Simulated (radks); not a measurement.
Excited configurations of As I: one electron is placed in a higher orbital outside [Ar] 3d10 4s2 4p2. The ground configuration is [Ar] 3d10 4s2 4p3. All-electron calculation, scalar-relativistic Kohn-Sham, PBEsol, spin-polarised, spherical densities, finite nucleus; open shells are filled with parallel spins first; Fermi nuclear charge, rms radius 4.0968 fm. Program: a radial shooting solver on a logarithmic mesh with Libxc functionals. Excitation = E - E(ground); binding = E(ion) - E, where the ion is the core of charge +1; n* = 1/sqrt(2 binding) in atomic units, and the quantum defect is n - n*.

outer orbital	excitation (eV)	binding (eV)	n*	<r> (bohr)
4f	8.949	0.947	3.790	16.86
5s	6.282	3.614	1.940	6.004
5p	7.495	2.401	2.380	8.163
5d	8.639	1.257	3.290	14.89
5f	9.239	0.657	4.549	28.61
6s	8.161	1.736	2.800	12.79
6p	8.583	1.313	3.219	16.22
6d	9.086	0.810	4.099	25.27
7s	8.876	1.021	3.651	22.05
7p	9.064	0.832	4.044	26.55
7d	9.332	0.564	4.913	38.34

The Delta-SCF ionisation energy is 9.896 eV (NIST Atomic Spectra Database: 9.789 eV, measured). Self-interaction in the functional shifts the binding energies and quantum defects, so they are the method's values and not measured ones. Open shells are spherical and high-spin; term and fine-structure splittings are not resolved.
